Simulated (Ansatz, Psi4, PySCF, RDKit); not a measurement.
Complex: C2H6 (SMILES CC) (first 8 atoms) with C2H6O (SMILES COC); geometry from B3LYP-D3(BJ)/def2-TZVP, rigid monomers moved along the line of their centres of mass till H5···O10 is 3.59 Å.
(charge 0, multiplicity 1):
```xyz
17

C     -0.324     0.762     0.030
C      0.173    -0.680    -0.035
H     -1.385     0.826    -0.221
H      0.218     1.397    -0.674
H     -0.189     1.175     1.030
H     -0.375    -1.320     0.660
H      1.231    -0.746     0.224
H      0.051    -1.103    -1.035
C      1.210    -0.339     4.731
O      0.135     0.556     4.551
C     -1.119    -0.060     4.738
H      1.158    -1.175     4.023
H      1.225    -0.746     5.751
H      2.130     0.218     4.557
H     -1.272    -0.882     4.028
H     -1.883     0.698     4.573
H     -1.222    -0.457     5.757
```

| level | interaction energy (meV) | cost |
|---|---|---|
| UFF | -35.0 | - |
| HF/STO-3G (no counterpoise) | -1.9 | - |
| HF/6-31G* (no counterpoise) | -11.0 | - |
| PBE/def2-TZVPPD | -13.9 | ×1 |
| PBE-D4/def2-TZVPPD | -36.4 | ×1 |
| BP86/6-31G* (no counterpoise) | -0.7 | - |
| r2SCAN/def2-TZVPPD | -11.5 | ×1 |
| r2SCAN-D4/def2-TZVPPD | -26.5 | ×1 |
| B3LYP/3-21G (no counterpoise) | -11.0 | - |
| B3LYP/6-31G* | 1.7 | - |
| B3LYP/def2-TZVPPD | 2.6 | ×2 |
| B3LYP-D3(BJ)/def2-TZVPPD | -26.8 | ×2 |
| PBE0/def2-TZVPPD | -10.9 | ×1 |
| PBE0-D3(BJ)/def2-TZVPPD | -34.4 | ×1 |
| wB97X-V/def2-TZVPPD | -29.1 | ×3 |
| wB97M-V/def2-TZVPPD | -28.4 | ×3 |
| MP2/6-31G* | -15.7 | - |
| MP2/6-31G* (no counterpoise) | -29.0 | - |
| MP2/aug-cc-pVDZ | -27.1 | ×1 |
| SAPT0/jun-cc-pV(D+d)Z | -21.4 | - |

The rows run from -36.4 (PBE-D4/def2-TZVPPD) to 2.6 meV (B3LYP/def2-TZVPPD). The dispersion term adds -22.5 in PBE-D4, -15.0 in r2SCAN-D4, -29.5 in B3LYP-D3(BJ). The 6 functionals in def2-TZVPPD without D3 or D4 span 31.7, from wB97X-V to B3LYP.

Monomers are frozen at their geometry in the pair; levels with a basis set take the counterpoise correction. Rows marked so take none. RDKit's UFF carries no charges.

Cores are frozen in the correlated methods. Rows in 3-21G, 6-31G*, STO-3G carry no dispersion term and start afresh at each structure (6-31G* with six Cartesian d functions). MP2/6-31G* freezes PySCF's default core.

Run with Ansatz (an electronic-structure program); Psi4 for SAPT; PySCF for 3-21G rows, 6-31G* rows, STO-3G rows, the dispersion terms; RDKit for the force fields. Values without a source in brackets are computed.

Costs are rough ratios of core time to PBE/def2-TZVPPD (about 19 s over the structures, on one shared machine); a dash marks a level with no comparable run of its own.
